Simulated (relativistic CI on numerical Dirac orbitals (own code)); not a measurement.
# Radial parameters of Si III

Computed by Dirac-Coulomb-Breit CI, separate exchange-only KLI orbitals for each configuration, QED by a radiative potential, valence Slater integrals scaled by 0.85, P86 correlation energy added to each configuration (own radial code, finite nucleus).

Slater integrals F^k, G^k are unscaled and averaged over j, outside the closed core [Ne]; ζ comes from projecting the Hamiltonian with its Breit term on Σ l·s of the shell.

- 3s3p: G^1(3s,3p) = 62572, ζ(3p) = 241.73 cm⁻¹; <r>(3s) = 1.956, <r^2>(3s) = 4.382, <r>(3p) = 2.237, <r^2>(3p) = 5.782 (bohr units).
- 3p²: F^2(3p,3p) = 45458, ζ(3p) = 244.13 cm⁻¹; <r>(3p) = 2.238, <r^2>(3p) = 5.789 (bohr units).
- 3s3d: G^2(3s,3d) = 32958, ζ(3d) = -2.5033 cm⁻¹; <r>(3s) = 1.937, <r^2>(3s) = 4.303, <r>(3d) = 2.953, <r^2>(3d) = 10.24 (bohr units).

In this model ζ of a weakly bound d, f or g electron outside closed shells comes out too small, for d by up to a factor of two or three and at times with the wrong sign; that of an outer p electron is too small as well.

For a near-neutral ion this model can misplace configurations by up to about 10,000 cm⁻¹ (more where the count of f electrons changes) and terms by 10 to 25 % of their spread. Rates follow the energies as ν³ (E1, M1) or ν⁵ (E2), so they and the lifetimes can be off by large factors. The fine structure of a lone outer electron comes out too small, for d and f at times inverted, and misplaced configurations move strength between like terms. 55 of the 68 excited levels that our extract of the measured tables holds in this range could be paired (the sources list more); they are missed by 1204 cm⁻¹ on average and 3957 at most, and levels without a partner can miss by more.

Averages of the first 10 configurations, taken without configuration mixing, which lowers the lowest level and can move excited configurations by several eV; other configurations of the list can lie among them:

```csv
Configuration,Parity,States,Average energy above the lowest level (eV)
3s²,even,1,0.8
3s3p,odd,12,7.6
3p²,even,15,16.6
3s3d,even,20,18.0
3d²,even,45,36.8
3s4s,even,4,19.2
3p3d,odd,60,26.3
3p4s,odd,12,28.1
3s4p,odd,12,21.8
3s4d,even,20,25.1
```
